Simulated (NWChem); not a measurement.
System: CH₄BeO; SMILES [BeH][O]C

Input file for NWChem:

```
start job
memory heap 200 mb stack 900 mb global 1100 mb
geometry units angstroms noautoz
  Be    -0.012231     1.643562    -0.002768
  H     -0.032232     2.982477    -0.006257
  O      0.008451     0.240649     0.001508
  C     -0.004052    -1.143023    -0.000636
  H      0.891072    -1.555315     0.517670
  H     -0.906362    -1.539356     0.517734
  H     -0.007328    -1.544944    -1.039114
end
basis spherical
  * library 6-31g*
end
dft
  xc hfexch
  iterations 150
end
tddft
  cis
  nroots 8
  notriplet
end
task tddft energy
```

Output (shortened):

```
             Northwest Computational Chemistry Package (NWChem) 7.3.0
             --------------------------------------------------------

 C1  symmetry detected

                             Geometry "geometry" -> ""
                             -------------------------

 Output coordinates in angstroms (scale by  1.889725989 to convert to a.u.)

  No.       Tag          Charge          X              Y              Z
 ---- ---------------- ---------- -------------- -------------- --------------
    1 Be                   4.0000    -0.00470038     1.64430378    -0.00059984
    2 H                    1.0000    -0.02090607     2.98327411    -0.00179073
    3 O                    8.0000     0.01205636     0.24133316     0.00128855
    4 C                    6.0000    -0.00472679    -1.14229403    -0.00050893
    5 H                    1.0000     0.92840431    -1.55760236     0.44295259
    6 H                    1.0000    -0.86299481    -1.53634604     0.58944839
    7 H                    1.0000    -0.09379205    -1.54344196    -1.03546570

 Effective nuclear repulsion energy (a.u.)      56.6942453512

  xc_inp: hfexch multiplicative factor not found.

                                 NWChem DFT Module
                                 -----------------

 Summary of "ao basis" -> "ao basis" (spherical)
 ------------------------------------------------------------------------------
       Tag                 Description            Shells   Functions and Types
 ---------------- ------------------------------  ------  ---------------------
 Be                          6-31g*                  6       14   3s2p1d
 H                           6-31g*                  2        2   2s
 O                           6-31g*                  6       14   3s2p1d
 C                           6-31g*                  6       14   3s2p1d

            General Information
            -------------------
          SCF calculation type: DFT
          Wavefunction type:  closed shell.
          No. of atoms     :     7
          No. of electrons :    22
           Alpha electrons :    11
            Beta electrons :    11
          Charge           :     0
          Spin multiplicity:     1
          Use of symmetry is: off; symmetry adaption is: off
          Maximum number of iterations: 150
          AO basis - number of functions:    50
                     number of shells:    26
          Convergence on energy requested:  1.00D-06
          Convergence on density requested:  1.00D-05
          Convergence on gradient requested:  5.00D-04

              XC Information
              --------------
                     Hartree-Fock (Exact) Exchange  1.000

      Superposition of Atomic Density Guess
      -------------------------------------

 Sum of atomic energies:        -128.97430057

      Non-variational initial energy
      ------------------------------

 Total energy =    -130.057389
 1-e energy   =    -286.512167
 2-e energy   =      99.760532
 HOMO         =      -0.382843
 LUMO         =       0.057751

   convergence    iter        energy       DeltaE   RMS-Dens  Diis-err
 ---------------- ----- ----------------- --------- --------- ---------
 d= 0,ls=0.0,diis     1   -129.6608329532 -1.86D+02  9.83D-03  4.94D-01
 d= 0,ls=0.0,diis     2   -129.7095562684 -4.87D-02  3.93D-03  1.93D-01
 d= 0,ls=0.0,diis     3   -129.7275617649 -1.80D-02  1.23D-03  4.09D-03
 d= 0,ls=0.0,diis     4   -129.7283781233 -8.16D-04  1.83D-04  9.97D-05
 d= 0,ls=0.0,diis     5   -129.7283964407 -1.83D-05  5.11D-05  7.81D-06
  Resetting Diis
 d= 0,ls=0.0,diis     6   -129.7283979525 -1.51D-06  1.01D-05  2.52D-07
 d= 0,ls=0.0,diis     7   -129.7283980097 -5.72D-08  1.91D-06  1.13D-08

         Total DFT energy =     -129.728398009727
      One electron energy =     -288.939725005714
           Coulomb energy =      120.170361798269
    Exchange-Corr. energy =      -17.653280153483
 Nuclear repulsion energy =       56.694245351201

 Numeric. integr. density =        0.000000000000

                       DFT Final Molecular Orbital Analysis
                       ------------------------------------

[...]

                                NWChem TDDFT Module
                                -------------------

            General Information
            -------------------
           No. of orbitals :     100
            Alpha orbitals :      50
             Beta orbitals :      50
        Alpha frozen cores :       0
         Beta frozen cores :       0
     Alpha frozen virtuals :       0
      Beta frozen virtuals :       0
         Spin multiplicity :       1
    Number of AO functions :      50
        Use of symmetry is : off
      Symmetry adaption is : off
         Schwarz screening :  0.10D-07

              XC Information
              --------------
              Hartree-Fock (Exact) Exchange   1.00

             TDDFT Information
             -----------------
          Calculation type : CIS
         Wavefunction type : Restricted singlets
          No. of electrons :      22
           Alpha electrons :      11
            Beta electrons :      11
              No. of roots :       8
          Max subspacesize :    5600
            Max iterations :     100
               Target root :       1
           Target symmetry : none
      Symmetry restriction : off
                 Algorithm : Optimal
        Davidson threshold :  0.10D-03

    8 smallest eigenvalue differences (eV)
--------------------------------------------------------
  No. Spin  Occ  Vir  Irrep   E(Occ)    E(Vir)   E(Diff)
--------------------------------------------------------
    1    1   11   12 a        -0.444     0.147    16.082
    2    1   10   12 a        -0.444     0.147    16.083
    3    1   11   13 a        -0.444     0.147    16.085
    4    1   10   13 a        -0.444     0.147    16.086
    5    1    9   12 a        -0.452     0.147    16.293
    6    1    9   13 a        -0.452     0.147    16.295
    7    1   11   14 a        -0.444     0.182    17.042
    8    1   10   14 a        -0.444     0.182    17.043
--------------------------------------------------------

  Entering Davidson iterations
  Restricted singlet excited states

  Iter   NTrls   NConv    DeltaV     DeltaE      Time
  ----  ------  ------  ---------  ---------  ---------
    1      8       0     0.15E+00   0.10+100        1.1
    2     16       0     0.44E-01   0.22E-01        1.1
    3     24       0     0.13E-01   0.43E-02        1.1
    4     32       0     0.64E-02   0.30E-03        1.1
    5     40       0     0.66E-02   0.14E-03        1.1
    6     48       1     0.47E-02   0.11E-03        1.1
    7     55       5     0.23E-02   0.44E-04        1.1
    8     58       7     0.59E-03   0.32E-05        1.1
    9     59       7     0.16E-03   0.10E-06        1.1
   10     60       8     0.76E-04   0.57E-08        1.1
  ----  ------  ------  ---------  ---------  ---------
  Convergence criterion met

  Ground state a        -129.728398009727 a.u.

  ----------------------------------------------------------------------------
  Root   1 singlet a              0.347016615 a.u.                9.4428 eV
  ----------------------------------------------------------------------------
     Transition Moments    X -0.00015   Y  0.00004   Z  0.01593
     Dipole Oscillator Strength                    0.0000587195
     Electric Quadrupole                           0.0000000019
     Magnetic Dipole                               0.0000000253
     Total Oscillator Strength                     0.0000587466

     Occ.    7  a   ---  Virt.   13  a        0.16130
     Occ.    8  a   ---  Virt.   12  a       -0.16449
     Occ.   10  a   ---  Virt.   12  a       -0.07885
     Occ.   10  a   ---  Virt.   13  a       -0.66374
     Occ.   10  a   ---  Virt.   20  a       -0.08020
     Occ.   10  a   ---  Virt.   21  a       -0.05685
     Occ.   11  a   ---  Virt.   12  a       -0.67760
     Occ.   11  a   ---  Virt.   13  a        0.08343
     Occ.   11  a   ---  Virt.   20  a        0.05816
     Occ.   11  a   ---  Virt.   21  a       -0.08180
  ----------------------------------------------------------------------------
  Root   2 singlet a              0.349080123 a.u.                9.4990 eV
  ----------------------------------------------------------------------------
     Transition Moments    X  0.08595   Y  0.00147   Z -0.12754
     Dipole Oscillator Strength                    0.0055051343
     Electric Quadrupole                           0.0000000665
     Magnetic Dipole                               0.0000000131
     Total Oscillator Strength                     0.0055052139

     Occ.    7  a   ---  Virt.   12  a       -0.07894
     Occ.    7  a   ---  Virt.   13  a        0.13966
     Occ.    8  a   ---  Virt.   12  a        0.13776
     Occ.    8  a   ---  Virt.   13  a        0.07879
     Occ.   10  a   ---  Virt.   12  a        0.45459
     Occ.   10  a   ---  Virt.   13  a       -0.50329
     Occ.   10  a   ---  Virt.   14  a        0.07754
     Occ.   10  a   ---  Virt.   20  a       -0.09125
     Occ.   11  a   ---  Virt.   12  a        0.49494
     Occ.   11  a   ---  Virt.   13  a        0.45340
     Occ.   11  a   ---  Virt.   21  a        0.09025
  ----------------------------------------------------------------------------
  Root   3 singlet a              0.349180519 a.u.                9.5017 eV
  ----------------------------------------------------------------------------
     Transition Moments    X -0.08125   Y -0.00247   Z -0.05149
     Dipole Oscillator Strength                    0.0021553456
     Electric Quadrupole                           0.0000001085
     Magnetic Dipole                               0.0000000718
     Total Oscillator Strength                     0.0021555260

[...]
```

Level: Hartree-Fock/6-31G* (spherical d), CIS. Geometry: optimised at PBE-D3(BJ)/def2-SVP.
